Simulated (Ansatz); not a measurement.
The cluster MoO₂, relaxed as a singlet with RKS r2SCAN-D4/def2-TZVP in Ansatz, starting from the GFN1-xTB geometry. Force threshold 0.02 eV/Å.

In the def2 sets Mo takes a core potential; there is no spin–orbit coupling. The restricted singlet is unstable: a solution with broken spin symmetry lies lower. At r2SCAN-D4/def2-TZVP a triplet of charge 0 lies 0.79 eV below the restricted singlet, each at its own geometry. The structure comes from a short search, and lower isomers may exist.

Start:

```xyz
3

Mo   -0.5022    0.1972    0.0098
O     0.4976    0.4643    1.3020
O     0.0046   -0.6615   -1.3118
```

Estimate the energy that the relaxation releases and the steps that it takes.

38.8 kJ/mol, in 6 steps; 9 s on 4 threads of Arm Neoverse V1 on a shared host. No frequencies were taken in this run, so the end may be a saddle point.

Does the start keep its bonding and symmetry?

By distances, no bond broke or formed. The bond that changes most is Mo1–O2, from 1.66 to 1.67 Å (atoms count from 1). Point group C2v at the start, C2v at the end, both within 0.05 Å.

Predict the relaxed structure.


```xyz
3

Mo   -0.637    0.250    0.012
O     0.544    0.390    1.190
O     0.093   -0.640   -1.203
```
Bond lengths: 2 × Mo–O 1.67 Å.
